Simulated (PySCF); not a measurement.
A calculated (MN15, PySCF 2.14, cc-pVDZ-DK, scalar relativity by spin-free X2C-1e) atom or ion has these occupied shells.

| shell | electrons | orbital energy (eV) | rms radius, mean of both spins (bohr) |
| --- | --- | --- | --- |
| 1s α | 1 | -1793.6 | 0.129 |
| 1s β | 1 | -1793.5 | 0.129 |
| 2s α | 1 | -151.61 | 0.623 |
| 2s β | 1 | -151.51 | 0.623 |
| 2p α | 3 | -110.73 | 0.602 |
| 2p β | 3 | -110.59 | 0.602 |
| 3s α | 1 | -21.001 | 2.23 |
| 3s β | 1 | -19.981 | 2.23 |
| 3p α | 1 | -13.374 | 2.67 |

Problem. Name the element and its charge.

Solution. Si⁺ (silicon, charge +1), in [Ne] 3s2 3p1, 2P determinant.
